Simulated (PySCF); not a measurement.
# Basis set benchmark on one molecule

Molecule: SMILES C=CS(=O)(=O)OC, C$_{3}$H$_{6}$O$_{3}$S.

Geometry:
```
atom   x (Å)   y (Å)   z (Å)
  C1  -2.471   0.476   0.081
  C2  -1.374  -0.273   0.111
  S3  -0.199  -0.164  -1.198
  O4   0.188  -1.513  -1.571
  O5  -0.653   0.805  -2.167
  O6   1.058   0.536  -0.449
  C7   2.039  -0.291   0.159
  H8  -3.225   0.403   0.869
  H9  -2.637   1.177  -0.742
 H10  -1.133  -1.008   0.884
 H11   2.930   0.337   0.284
 H12   1.703  -0.642   1.149
 H13   2.274  -1.154  -0.479
```

Geometry PBE0-D3(BJ)/def2-SVP throughout; GIAO in PySCF, gas phase, one conformer, non-relativistic; equivalent atoms averaged; functional PBE0.

Reference values (measured; solution, not stated per compound (mostly CDCl3 or CCl4); Pretsch, Buehlmann, Badertscher, Structure Determination of Organic Compounds, 4th ed. (2009)): δ(H10) = 6.57 ppm, δ(H8) = 6.22 ppm, δ(H9) = 6.43 ppm. Computed shifts are taken against TMS, calculated as an isolated molecule at each level.

Problem. How do the basis sets STO-3G, pcSseg-0, 6-31G, 6-31G*, cc-pVDZ, def2-SVP, pcSseg-1, aug-cc-pVDZ, 6-311+G(2d,p), def2-TZVP, cc-pVTZ, IGLO-III perform against the reference? Times are CPU seconds on shared hosts with different chips, so compare them loosely.

Solution. 
| basis set | functions | H10 | H8 | H9 | mean abs. error H | core-s |
| --- | --- | --- | --- | --- | --- | --- |
| STO-3G | 45 | 5.98 | 5.94 | 6.09 | 0.40 | 3.5 |
| pcSseg-0 | 79 | 6.53 | 6.95 | 7.33 | 0.56 | 11 |
| 6-31G | 79 | 6.38 | 6.63 | 7.14 | 0.44 | 6.8 |
| 6-31G* | 114 | 6.13 | 5.98 | 6.46 | 0.24 | 10 |
| cc-pVDZ | 132 | 6.28 | 6.05 | 6.63 | 0.22 | 14 |
| def2-SVP | 132 | 6.33 | 6.11 | 6.66 | 0.19 | 12 |
| pcSseg-1 | 156 | 6.46 | 6.30 | 6.75 | 0.17 | 15 |
| aug-cc-pVDZ | 219 | 6.83 | 6.25 | 6.93 | 0.26 | 28 |
| 6-311+G(2d,p) | 233 | 6.78 | 6.13 | 6.79 | 0.22 | 27 |
| def2-TZVP | 259 | 6.73 | 6.18 | 6.80 | 0.19 | 37 |
| cc-pVTZ | 298 | 6.71 | 6.20 | 6.81 | 0.18 | 46 |
| IGLO-III | 314 | 6.77 | 6.18 | 6.83 | 0.21 | 47 |

For 1H the closest is pcSseg-1 (0.17 ppm, with cc-pVTZ, def2-TZVP, def2-SVP practically level) and the furthest pcSseg-0 (0.56 ppm). Where a smaller basis beats a larger one, errors probably cancel. One molecule is a small sample, and vibrational and solvent effects are absent from the calculation.

A small basis that lands close on one nucleus may do so by chance; judge by the trend and by all nuclei.
